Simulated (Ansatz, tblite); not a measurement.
Isomers of Sn₄H₇⁻ (singlet), found by a short tight-binding search and relaxed with PBE-D4/def2-SVPD in Ansatz.

In the def2 sets Sn takes a core potential, while STO-3G treats all electrons; there is no spin–orbit coupling. The xTB rows come from tblite. B3LYP takes the VWN-RPA correlation. Correlated methods freeze 16 core orbitals; core or outer-core shells of Sn are correlated, in sets that lack core-valence functions.

A: At HF/STO-3G the highest occupied level of the charge -1 singlet lies above zero (up to 0.77 eV). In Hartree–Fock with STO-3G the lack of diffuse functions raises the level. B: At HF/STO-3G the highest occupied level of the charge -1 singlet lies above zero (up to 0.77 eV). In Hartree–Fock with STO-3G the lack of diffuse functions raises the level. C: At HF/STO-3G the highest occupied level of the charge -1 singlet lies above zero (up to 1.31 eV). In Hartree–Fock with STO-3G the lack of diffuse functions raises the level. D: At HF/STO-3G the highest occupied level of the charge -1 singlet lies above zero (up to 0.64 eV). In Hartree–Fock with STO-3G the lack of diffuse functions raises the level.

Other spin states weren't relaxed.

A:

```xyz
11

Sn    1.241    1.222    2.298
Sn   -0.801    0.178    0.063
Sn    2.049    0.282   -0.542
Sn    0.300   -1.285   -2.563
H     1.050   -0.471    2.909
H     0.201   -2.743   -1.494
H    -1.900    1.461   -0.387
H     1.618    1.877   -1.281
H    -0.620    1.293    2.063
H    -1.743   -1.041    0.874
H    -1.395   -0.774   -1.940
```

B:

```xyz
11

Sn   -0.6227    2.3135    1.1499
Sn    0.3191   -3.1228    0.8787
Sn   -0.2912   -0.5216   -0.3068
Sn    1.7923    1.4488   -0.9116
H    -1.2505   -3.7008    0.1731
H    -1.4914   -0.2434   -1.5757
H     0.8476    2.9518   -0.2612
H    -1.2927    0.3579    1.0614
H     1.1581   -3.4485   -0.6996
H    -1.7607    2.6881   -0.2029
H     2.5922    1.2769    0.6947
```

C:

Cartesian coordinates in Å:
```
Sn -1.699 0.804 0.624
Sn 1.016 -0.788 -1.506
Sn 1.137 0.650 0.962
Sn -1.868 -1.334 -1.384
H 2.260 -2.036 -1.659
H -2.047 2.439 0.050
H 1.551 -0.423 2.292
H -1.492 -2.490 -0.040
H 1.542 0.335 -2.766
H -2.594 0.810 2.149
H 2.196 2.033 1.278
```

D:

```xyz
11

Sn    0.570   -0.690    0.052
Sn   -1.010   -0.472   -2.753
Sn   -1.855    0.911   -0.045
Sn   -0.948   -0.036    2.823
H    -0.178    1.074   -3.186
H     0.675   -0.835    2.304
H     2.234   -0.171    0.004
H    -0.667    2.263   -0.168
H     0.655   -1.133   -2.177
H    -0.050    1.526    2.978
H     0.574   -2.436    0.167
```

Problem. Estimate their order by electronic energy at PBE0-D4/def2-TZVPD, counted from the lowest.

Solution. C (0.00) < A (0.74) < B (0.94) < D (0.96), in eV. Gaps under about 2 kJ/mol are ties within the noise of geometry and basis.

Problem. Do the other levels pick the same lowest one?

Solution. Not GFN2-xTB. Energies above each level's lowest (eV):

```json
{"level": "GFN1-xTB", "A": "0.16", "B": "0.06", "C": "0.00", "D": "0.39"}
{"level": "GFN2-xTB", "A": "0.34", "B": "0.00", "C": "0.63", "D": "0.60"}
{"level": "HF/STO-3G", "A": "4.65", "B": "5.03", "C": "0.00", "D": "4.99"}
{"level": "HF/def2-SVPD", "A": "1.37", "B": "1.33", "C": "0.00", "D": "1.59"}
{"level": "HF/def2-TZVPD", "A": "1.34", "B": "1.30", "C": "0.00", "D": "1.55"}
{"level": "PBE-D4/def2-TZVPD", "A": "0.52", "B": "0.70", "C": "0.00", "D": "0.72"}
{"level": "r2SCAN-D4/def2-TZVPD", "A": "0.65", "B": "0.84", "C": "0.00", "D": "0.87"}
{"level": "B97M-V/def2-TZVPD", "A": "0.65", "B": "0.81", "C": "0.00", "D": "0.86"}
{"level": "B3LYP-D4/def2-TZVPD", "A": "0.66", "B": "0.73", "C": "0.00", "D": "0.85"}
{"level": "PBE0-D4/def2-TZVPD", "A": "0.74", "B": "0.94", "C": "0.00", "D": "0.96"}
{"level": "MP2/def2-SVPD", "A": "0.80", "B": "1.12", "C": "0.00", "D": "1.06"}
{"level": "MP2/def2-TZVPD", "A": "0.66", "B": "1.01", "C": "0.00", "D": "0.93"}
{"level": "CCSD/def2-SVPD", "A": "0.91", "B": "1.04", "C": "0.00", "D": "1.13"}
{"level": "CCSD(T)/def2-SVPD", "A": "0.81", "B": "1.00", "C": "0.00", "D": "1.03"}
```
Point groups (tolerance 0.1 Å): A Cs, B not assigned, C Cs, D not assigned. A and D have the same bonds, so they are conformers or stereoisomers. Lower isomers may exist.
